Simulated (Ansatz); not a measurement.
Start from `[F][Zr]([F])([F])[I]` and change one atom or group to get `O=C=[N][Zr]([F])([F])[F]`.

Ansatz, PBE0-D4/def2-TZVP geometries, multiplicity 1. Each molecule was computed in one conformer, which needn't be the lowest.

Elements past krypton have def2 core potentials.

| property | `[F][Zr]([F])([F])[I]` |
| --- | --- |
| size of the dipole moment (PBE/def2-TZVPP) / D | 0.09 |
| size of the dipole moment (ωB97M-V/def2-TZVPP) / D | 0.11 |
| HOMO–LUMO gap (B3LYP/def2-TZVPP) / eV | 5.92 |
| LUMO energy (PBE0/def2-TZVPP) / eV | -1.97 |
| ideal-gas entropy at 298 K and 1 bar (rigid rotor, harmonic PBE0-D4/def2-TZVP) / J/(mol·K) | 365 |
| HOMO energy (B3LYP/def2-TZVPP) / eV | -8.11 |

What does the change do to each property? (Best estimate.)

Ansatz gave: 
| property | `O=C=[N][Zr]([F])([F])[F]` | shift |
| --- | --- | --- |
| size of the dipole moment (PBE/def2-TZVPP) / D | 0.42 | 0.33 |
| size of the dipole moment (ωB97M-V/def2-TZVPP) / D | 0.51 | 0.40 |
| HOMO–LUMO gap (B3LYP/def2-TZVPP) / eV | 7.10 | 1.18 |
| LUMO energy (PBE0/def2-TZVPP) / eV | -1.77 | 0.20 |
| ideal-gas entropy at 298 K and 1 bar (rigid rotor, harmonic PBE0-D4/def2-TZVP) / J/(mol·K) | 390 | 25 |
| HOMO energy (B3LYP/def2-TZVPP) / eV | -9.12 | -1.01 |

With PBE0 the HOMO falls by 1.01 eV and the LUMO rises by 0.20 eV, so the gap widens by about 1.21 eV. PBE moves the HOMO by -0.73 eV and ωB97M-V by -1.15 eV. The zero-point energy changes by 33.2 kJ/mol with +6 modes. Dipoles are sizes alone; their direction can turn. Modes under 60 cm⁻¹, often nearly free rotors, make the harmonic entropy too high.

B3LYP here is the variant with VWN-RPA as its local correlation; programs differ in this.

Spin–orbit coupling is left out; it splits and shifts lone-pair levels of the heavy atoms by tenths of an eV.
